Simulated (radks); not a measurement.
Results of a calculation; reference values are marked as such.
Problem. The mean radii <r> (bohr) of the occupied orbitals of an atom or ion are listed with their occupations. Level of theory: non-relativistic Kohn-Sham, TPSS, spin-polarised, spherical densities, point nucleus; meta-GGA in the generalised Kohn-Sham scheme (a radial shooting solver on a logarithmic mesh with Libxc functionals).

orbital  occ.      <r>
1s down     1  0.07354
1s up       1  0.07354
2s up       1   0.3456
2s down     1   0.3454
2p up       3   0.3086
2p down     3   0.3085
3s up       1    1.081
3s down     1    1.081
3p up       3    1.170
3p down     3    1.170
4s up       1    3.723
4s down     1    3.817
3d up       1    1.828

Name the element and its charge. Open shells, if any, are filled with parallel spins first.

Solution. Z = 21, scandium, charge 0: Sc in [Ar] 3d1 4s2. The 1s radius gives Z: for a bare nucleus <r> = 1.5/Z, 0.07143 bohr for Z = 21, and screening makes it slightly larger (0.07354 here). The occupations add up to 21, and the charge is Z minus that.
